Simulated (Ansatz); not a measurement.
Calculated with Ansatz (gas phase, PBE0-D4/def2-TZVP geometries, no zero-point term in ΔE). CCSD(T)/CBS adds triple-zeta CCSD(T) − MP2 to the extrapolated MP2 energy (def2 sets, frozen cores). DFT in def2-TZVPP. def2 core potentials past Kr. For Sn outer-core shells are correlated without core-valence functions, which leaves a few kJ/mol of doubt a bond. One conformer a species, not always the lowest.

Consider the redistribution: `C[C@H]1N[Si@H]1C` + `C[SiH2][SnH2][F]` → `C[C@@H]1N[Si@@H]1F` + `C[SiH2][SnH2][CH3]`.

| level | ΔE (kJ/mol) |
| --- | --- |
| r2SCAN-D4 | -50.6 |
| ωB97M-V | -54.8 |
| PBE0 | -52.0 |
| MP2/def2-TZVPP | -68.4 |
| SCS-MP2/def2-TZVPP | -64.9 |
| HF/CBS(def2) | -58.8 |
| MP2/CBS(def2) | -63.6 |
| CCSD/CBS(def2) | -61.1 |

**Question.** What does CCSD(T)/CBS give? (Best estimate.)

**Answer.** Computed: -60.1 kJ/mol. The listed levels differ from it by 9.5, 5.3, 8.1, -8.3, -4.8, 1.3, -3.5, -1.0 kJ/mol.

Largest T1 diagnostic among the species: 0.013.

In def2-TZVPP, CCSD(T) changes the Hartree–Fock value by −4.4 kJ/mol (the triples alone add +1.0 kJ/mol) and MP2 by −7.9 kJ/mol. From PBE to PBE0 (25 % exact exchange), in def2-TZVPP and without D4, ΔE moves by −7.0 kJ/mol.
